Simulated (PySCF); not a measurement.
Species: C7H8F (doublet state).
Structure used (GFN2-xTB), in Å, numbered top down from 1:
```
atom  x, y, z in Å
C1     2.0872   -0.6309   -0.0264
C2     0.8950    0.0248   -0.7369
C3    -0.1736   -0.9392   -0.9997
C4    -1.3741   -0.9738   -0.5090
F5    -2.3030   -1.9129   -0.8134
C6    -1.8830    0.0641    0.4744
C7    -0.8714    1.1485    0.6515
C8     0.3358    1.1492    0.1156
H9     1.7669   -1.0614    0.9193
H10    2.8636    0.1050    0.1691
H11    2.5019   -1.4216   -0.6461
H12    1.2488    0.4542   -1.6841
H13   -2.8260    0.4727    0.0943
H14   -2.0995   -0.4220    1.4325
H15   -1.1926    1.9802    1.2656
H16    1.0167    1.9721    0.2820
```

Identity: `C[C@H]1[C]=C(F)CC=C1` [radical].

Method used: UKS B3LYP, pcH-1 on C F H, non-relativistic, mean-field spin-orbit, GIAO in PySCF. Geometry: GFN2-xTB; no solvent, vibrations or thermal averaging. Couplings are sensitive to structure, and on GFN2-xTB geometries they can be far from those on DFT ones. No stability test was run, so a lower SCF solution isn't excluded.

(1) Match the computed a_iso(1H) values +29.6, +19.6, -7.0, +6.4, +3.5, -0.9 MHz (means over equivalent nuclei) with the sites H9/H10/H11; H12; H13; H14; H15; H16.

Results:

(1) 
| site | a_iso (MHz) | ρ(0) (bohr⁻³) | position | distance from C3 (Å) | bound to | spin population there | largest \|T\| (MHz) |
| --- | --- | --- | --- | --- | --- | --- | --- |
| H9/H10/H11 | -0.9 | -0.0002 | 3 bonds from C3 | 2.96 | C1 | 0.00 | 5.6 |
| H12 | +29.6 | +0.0066 | 2 bonds from C3 | 2.11 | C2 | -0.04 | 12.1 |
| H13 | +3.5 | +0.0008 | 3 bonds from C3 | 3.20 | C6 | +0.06 | 4.3 |
| H14 | -7.0 | -0.0016 | 3 bonds from C3 | 3.15 | C6 | +0.06 | 4.6 |
| H15 | +6.4 | +0.0014 | 4 bonds from C3 | 3.83 | C7 | -0.01 | 2.4 |
| H16 | +19.6 | +0.0044 | 3 bonds from C3 | 3.40 | C8 | +0.05 | 5.3 |

ρ(0) is the spin density at the nucleus and T the dipolar tensor; entries for several nuclei are means. Largest spin populations (Mulliken): C3 (+1.00), C4 (-0.10) and C6 (+0.06). No atom but C3 exceeds +0.15. The positive populations add up to 1.15 and the negative ones to -0.15, together 2S = 1.

The spin density at the nucleus, in bohr⁻³, is negative for C4 (-0.0255), H14 (-0.0016) and C7 (-0.0011), for instance. A restricted open-shell determinant has no negative spin density anywhere; here it arises because α and β orbitals differ (spin polarisation).

Means are taken over nuclei equivalent by connectivity, which assumes that they swap fast.
